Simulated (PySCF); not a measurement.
C$_{3}$H$_{10}$SeSiTe (SMILES C[Si](C)(C)[Te][SeH]), singlet, geometry from GFN2-xTB (core potentials on Te). Base run: DF-PBE0/def2-SV(P) (PySCF).

Here is a job for PySCF.
```python
from pyscf import gto, scf, dft

mol = gto.M(
    atom='''
Te    0.71504473    0.15333669    0.86326723
Se   -0.40075769    2.04684016   -0.33946640
H     0.64335450    2.34029872   -1.29264029
Si   -0.41410767   -1.65309582   -0.55658850
C    -2.29594200   -1.60158671   -0.25486492
C     0.33766564   -3.29989518    0.02138170
C    -0.03328339   -1.32193794   -2.39615265
H    -2.82031241   -2.31041168   -0.88873868
H    -2.53800447   -1.83424805    0.77852374
H    -2.68917133   -0.61142401   -0.46959598
H     0.15690361   -3.46641305    1.07830646
H     1.41052930   -3.32513903   -0.13884376
H    -0.09950594   -4.12867536   -0.52463691
H     1.03397796   -1.36303230   -2.59608163
H    -0.38594650   -0.33533735   -2.68506163
H    -0.52152325   -2.04783134   -3.03921563
''',
    basis='def2-sv(p)',
    ecp={'Te': 'def2-sv(p)'},
    verbose=4,
    max_memory=1800,
)

mf = dft.RKS(mol)
mf.xc = 'pbe0'
mf = mf.density_fit(auxbasis='def2-universal-jkfit')
mf.kernel()
```

All variants below ran on the same shared machine, one core each. Differences are taken from the largest basis of the def2 family in the series, which isn't the basis-set limit (def2-TZVPP: -3079.006719 Eh). The cheapest run took around 10 core-seconds (rough).

| setting | basis functions | cost, times the cheapest (rough) | difference in total energy (mEh) |
|---|---|---|---|
| def2-SV(P) | 138 | 1 | 570.85 |
| def2-SVP | 168 | 1 | 542.24 |
| def2-TZVP | 288 | 2 | 3.68 |
| def2-TZVPP | 373 | 3 | reference |

Times come from a shared machine, hold the start-up and are rough. Total energies converge more slowly with the basis than energy differences do.
